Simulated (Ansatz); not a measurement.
Computed with Ansatz on PBE0-D4/def2-TZVP structures; ΔE is electronic, products minus reactants. CCSD(T)/CBS is the MP2 limit (def2-TZVPP, def2-QZVPP) plus CCSD(T) − MP2 in def2-TZVPP, frozen cores. This one scheme is used for every species. Functionals use def2-TZVPP. B3LYP here is the variant with VWN-RPA as its local correlation; programs differ in this. Each species was taken in one conformer, which may not be the lowest.

Consider the substitution at a C–Si bond: `C[SiH2]C(F)(F)F` + `OB(O)S` → `OB(O)SC(F)(F)F` + `C[SiH3]`.

`C[SiH2]C(F)(F)F`:

```xyz
11

C     0.449   -1.249    0.894
Si    0.743    0.267   -0.142
C    -0.972    0.950   -0.717
F    -1.655    0.042   -1.445
F    -0.866    2.054   -1.477
F    -1.760    1.273    0.329
H     1.397   -1.666    1.242
H    -0.070   -2.015    0.315
H    -0.159   -1.005    1.768
H     1.387    1.368    0.615
H     1.505   -0.019   -1.382
```

`OB(O)S`:

Cartesian coordinates in Å:
```
O 0.618 0.203 -1.013
B -0.135 -0.263 0.025
O -0.672 -1.506 -0.053
S -0.505 0.654 1.564
H 0.970 1.086 -0.898
H -0.448 -1.943 -0.879
H 0.173 1.769 1.254
```

`OB(O)SC(F)(F)F`:

Cartesian coordinates in Å:
```
O 1.989 1.522 0.114
B 0.872 0.798 -0.131
O 0.318 0.777 -1.365
S 0.252 -0.076 1.374
C -1.030 -1.123 0.667
F -1.667 -1.747 1.649
F -1.948 -0.432 -0.037
F -0.548 -2.051 -0.165
H 2.282 2.014 -0.658
H -0.520 0.317 -1.449
```

`C[SiH3]`:

Z-matrix (Å, degrees):
```
C
Si 1 1.871
H 1 1.092 2 110.8
H 1 1.092 2 110.8 3 -120.0
H 1 1.092 2 110.8 3 120.0
H 2 1.488 1 110.7 3 -179.9
H 2 1.488 1 110.7 3 -59.9
H 2 1.488 1 110.7 3 60.1
```

| level | ΔE (kJ/mol) | difference from CCSD(T)/CBS |
| --- | --- | --- |
| PBE-D4 | 28.1 | -5.2 |
| r2SCAN-D4 | 26.8 | -6.5 |
| PBE0-D4 | 28.7 | -4.6 |
| B3LYP-D4 | 31.6 | -1.7 |
| ωB97X-V | 29.4 | -3.9 |
| ωB97M-V | 29.5 | -3.8 |
| B2PLYP | 32.8 | -0.5 |
| PBE | 30.0 | -3.3 |
| r2SCAN | 27.3 | -6.0 |
| PBE0 | 30.2 | -3.1 |
| B3LYP | 34.7 | 1.4 |
| HF/def2-TZVPP | 36.1 | 2.8 |
| MP2/def2-TZVPP | 30.2 | -3.1 |
| SCS-MP2/def2-TZVPP | 31.6 | -1.7 |
| CCSD/def2-TZVPP | 33.8 | 0.5 |
| CCSD(T)/def2-TZVPP | 31.1 | -2.2 |
| HF/def2-QZVPP | 36.5 | 3.2 |
| MP2/def2-QZVPP | 31.6 | -1.7 |
| SCS-MP2/def2-QZVPP | 33.1 | -0.2 |
| HF/CBS(def2) | 36.6 | 3.3 |
| MP2/CBS(def2) | 32.4 | -0.9 |
| CCSD/CBS(def2) | 36.0 | 2.7 |
| CCSD(T)/CBS | 33.3 | 0 |

Largest T1 diagnostic among the species: 0.013.

The D4 term adds −3.2 kJ/mol with B3LYP and −1.6 kJ/mol with PBE0; it sums over pairs of atoms, weighted by their polarisabilities, and B3LYP, whose exchange is more repulsive, gets the larger term. In def2-TZVPP, CCSD(T) changes the Hartree–Fock value by −5.0 kJ/mol (the triples alone add −2.7 kJ/mol) and MP2 by −5.9 kJ/mol.
